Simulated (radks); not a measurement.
Problem. These are the eigenvalues of the occupied orbitals of an atom or ion with whole-number occupations (eV). Method: scalar-relativistic Kohn-Sham, PBE, spin-unpolarised, spherical densities, finite nucleus; Fermi nuclear charge, rms radius of each element as measured or else 0.836 A^(1/3) + 0.57 fm; computed with a radial shooting solver on a logarithmic mesh with Libxc functionals.

orbital  eigenvalue
1s        -53657.13
2s        -8940.873
2p        -7934.671
3s        -1995.122
3p        -1686.139
3d        -1288.635
4s        -399.7372
4p        -298.0148
4d        -159.4355
5s         -55.4041
5p         -31.8325
4f          -9.5413
6s          -8.8441

Which element is it, and in what charge state? The configuration may be excited.

Solution. Z = 66, dysprosium, charge +1: Dy+ in [Xe] 4f10 6s1. The list shows which subshells hold electrons but not how many an open one holds; the 1s level, -1971.9 hartree, gives Z - s = 62.8 by -(Z - s)^2/2, which with screening and relativity narrows Z to a few neighbours, and the depths of the outer levels then fix element, charge and occupations together.
